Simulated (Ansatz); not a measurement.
Program: Ansatz. Geometries: PBE0-D4/def2-TZVP. ΔE: electronic, gas phase. CCSD(T)/CBS adds triple-zeta CCSD(T) − MP2 to the extrapolated MP2 energy (def2 sets, frozen cores). Functionals use def2-TZVPP. Elements past krypton have def2 core potentials. For Br, In, Mg outer-core shells are correlated without core-valence functions, which leaves a few kJ/mol of doubt a bond. Scalar relativity is left out up to krypton. One conformer a species, not always the lowest.

Reaction (redistribution): `C[O][Mg][Br]` + `[NH2][In]([SH])[O][SiH3]` → `C[O][Mg][O][SiH3]` + `[NH2][In]([SH])[Br]`

```
             level  ΔE (kJ/mol)  difference from CCSD(T)/CBS
            B2PLYP        -37.2                          0.3
               PBE        -36.0                          1.5
           r2SCAN0        -37.0                          0.5
             BHLYP        -38.3                         -0.8
   CCSD/def2-TZVPP        -35.9                          1.6
     HF/def2-QZVPP        -35.6                          1.9
    MP2/def2-QZVPP        -39.5                         -2.0
SCS-MP2/def2-QZVPP        -38.8                         -1.3
      HF/CBS(def2)        -35.7                          1.8
    CCSD/CBS(def2)        -38.9                         -1.4
       CCSD(T)/CBS        -37.5                            0
```

Largest T1 diagnostic among the species: 0.015.

Leaving LDA and LC-ωPBE aside and taking each functional with its dispersion term where it has one, the values, not all of them listed here, spread over 5.6 kJ/mol, from B3LYP-D4 to ωB97X-V.

B3LYP here is the variant with VWN-RPA as its local correlation; programs differ in this.
